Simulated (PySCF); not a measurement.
H4N, charge +1, singlet, geometry from GFN2-xTB. Base run: HF/def2-SV(P) (PySCF).

Input for PySCF:
```python
from pyscf import gto, scf

mol = gto.Mole()
mol.atom = '''
    N     0.00000000   -0.00000000   -0.00000000
    H    -0.69851852   -0.34749108   -0.67183826
    H     0.02245826    1.02891450   -0.02958725
    H    -0.25206810   -0.31063626    0.94868941
    H     0.92812837   -0.37078716   -0.24726391
'''
mol.basis = 'def2-sv(p)'
mol.charge = 1
mol.verbose = 3
mol.build()

mf = scf.RHF(mol)
mf.kernel()
mf.analyze()
```

Variants of this job, named by their change:

| change | ΔE vs base (µEh) | fitting functions |
|---|---|---|
| base | 0.0 | - |
| auxbasis = cc-pvdz-jkfit | -15.4 | 162 |
| auxbasis = default (with mf = mf.density_fit()) | 1.2 | 149 |
| auxbasis = even-tempered beta=3.0 | (withheld) | (withheld) |
| only_dfj = on; auxbasis = def2-universal-jfit | -105 | 93 |
| auxbasis = def2-universal-jfit | 1932 | 93 |
| auxbasis = def2-tzvp-ri | -15.3 | 136 |
| auxbasis = def2-svp-ri | (withheld) | (withheld) |
| auxbasis = def2-universal-jkfit | 1.2 | 149 |
| auxbasis = even-tempered beta=2.0 | (withheld) | 149 |

Problem. Complete the blanks.

Solution. 
- auxbasis = even-tempered beta=3.0, ΔE vs base (µEh): -190
- auxbasis = even-tempered beta=3.0, fitting functions: 98
- auxbasis = def2-svp-ri, ΔE vs base (µEh): -1594
- auxbasis = def2-svp-ri, fitting functions: 104
- auxbasis = even-tempered beta=2.0, ΔE vs base (µEh): 66.2

A fitting set is made for a task (jfit for Coulomb, jkfit for Coulomb and exchange, ri for correlation) and for a family of orbital bases.
